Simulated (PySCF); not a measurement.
Species: C5H14O2Si2.
SMILES with atom numbers: `[OH:1][Si@@H:2]1[CH2:3][CH2:4][C@H:5]([O:6][CH2:7][SiH3:8])[CH2:9]1`

Cartesian coordinates in Å at the GFN2-xTB level; atoms count from 1:
```xyz
23
C5H14O2Si2 angstrom
O     -1.7714   -1.7535   -1.1974
Si    -2.1958   -0.5307   -0.2124
C     -1.5599    1.1889   -0.7516
C     -0.6452    1.6453    0.3897
C     -0.0462    0.3912    1.0374
O      0.7061   -0.3740    0.1048
C      1.9705    0.1415   -0.2529
Si     2.6783   -1.1666   -1.4403
C     -1.2190   -0.5036    1.4230
H     -0.8379   -1.9385   -1.2981
H     -3.6394   -0.6778   -0.0963
H     -2.3398    1.9265   -0.9275
H     -0.9875    1.1121   -1.6766
H      0.1342    2.3260    0.0405
H     -1.2234    2.1685    1.1532
H      0.5982    0.6570    1.8926
H      1.8798    1.1247   -0.7316
H      2.5900    0.2796    0.6449
H      2.6754   -2.4595   -0.7573
H      4.0388   -0.7751   -1.8186
H      1.8150   -1.2253   -2.6225
H     -0.8571   -1.4751    1.7511
H     -1.7684   -0.0546    2.2463
```

NICS is the negative of the GIAO shielding at a point without a nucleus: at the ring centre (0) and 1 Å above and below it (1); zz is the component along the ring normal. Level: GIAO PBE0/pcSseg-1 (PySCF, non-relativistic, gas phase) on the GFN2-xTB geometry, one conformer.

Ring bond lengths (Å), with Mayer bond orders in brackets: Si2–C3 1.911 (0.86), C3–C4 1.532 (1.01), C4–C5 1.533 (1.01), C5–C9 1.525 (1.02), C9–Si2 1.905 (0.85).

Question: Give the NICS values of each ring in ppm.

Answer: 
| ring | type | NICS(0) | NICS(1), two faces | NICS(1)zz, two faces | rms pucker (Å) | centre to ring atoms, mean (Å) |
| --- | --- | --- | --- | --- | --- | --- |
| Si2–C3–C4–C5–C9 | 5-membered ring with Si; formal bonds all single | -4.4 | -5.1 / -4.3 | -7.2 / -4.7 | 0.22 | 1.39 |

Question: What do they say, and how far can they be read as aromaticity?

Answer: 
- Si2–C3–C4–C5–C9: mean NICS(1)zz -6.0 ppm, shielded. Si2, C3, C4, C5, C9 have four or more neighbours, and the NICS criterion for π rings isn't applied.

Question: How shielded are the nuclei of the rings and their hydrogens (means over atoms taken as equivalent)?

Answer: 
```tsv
atoms	environment	σ isotropic (ppm)	principal values of the symmetric part, first atom (ppm)
Si2	oxygen-bound silicon	338.2	309.4, 336.4, 368.8
C3	sp3 carbon bound to silicon	175.7	164.0, 175.4, 187.7
C4	ring CH2 carbon	156.7	133.9, 162.7, 173.5
C5	sp3 carbon bound to oxygen	99.2	77.1, 83.5, 136.8
C9	sp3 carbon bound to silicon	160.7	144.1, 164.5, 173.5
H11	Si–H hydrogen	26.66	22.6, 24.5, 32.9
H12	methylene hydrogen	30.96	25.9, 28.2, 38.7
H13	methylene hydrogen	31.10	26.7, 29.2, 37.4
H14	methylene hydrogen	29.08	24.9, 27.7, 34.7
H15	methylene hydrogen	30.89	26.1, 28.1, 38.4
H16	methine hydrogen	27.70	24.7, 26.5, 31.9
H22	methylene hydrogen	30.77	26.8, 28.8, 36.7
H23	methylene hydrogen	31.49	26.8, 28.2, 39.5
```
